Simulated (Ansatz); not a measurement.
One change: `C=CS[Si](O)(O)O` becomes `O[SiH2]C[Si](O)(O)O`.

Ansatz, PBE0-D4/def2-TZVP geometries, multiplicity 1. Each molecule was computed in one conformer, which needn't be the lowest.

```
                                      property  `C=CS[Si](O)(O)O`
             LUMO energy (PBE/def2-TZVPP) / eV              -1.45
           HOMO–LUMO gap (PBE/def2-TZVPP) / eV               4.26
size of the dipole moment (PBE/def2-TZVPP) / D               1.35
         LUMO energy (ωB97M-V/def2-TZVPP) / eV               1.50
       HOMO–LUMO gap (ωB97M-V/def2-TZVPP) / eV              10.46
             HOMO energy (PBE/def2-TZVPP) / eV              -5.72
```

**Question.** What does the change do to each property? (Estimate.)

**Answer.** Ansatz gave: 
```
                                      property  `O[SiH2]C[Si](O)(O)O`  shift
             LUMO energy (PBE/def2-TZVPP) / eV                  -0.56   0.89
           HOMO–LUMO gap (PBE/def2-TZVPP) / eV                   6.29   2.03
size of the dipole moment (PBE/def2-TZVPP) / D                   2.34   0.99
         LUMO energy (ωB97M-V/def2-TZVPP) / eV                   1.77   0.27
       HOMO–LUMO gap (ωB97M-V/def2-TZVPP) / eV                  12.45   1.99
             HOMO energy (PBE/def2-TZVPP) / eV                  -6.85  -1.13
```

With PBE0 the HOMO falls by 1.52 eV and the LUMO rises by 0.82 eV, so the gap widens by about 2.34 eV. PBE moves the HOMO by -1.13 eV and ωB97M-V by -1.72 eV. Dipoles are sizes alone; their direction can turn.
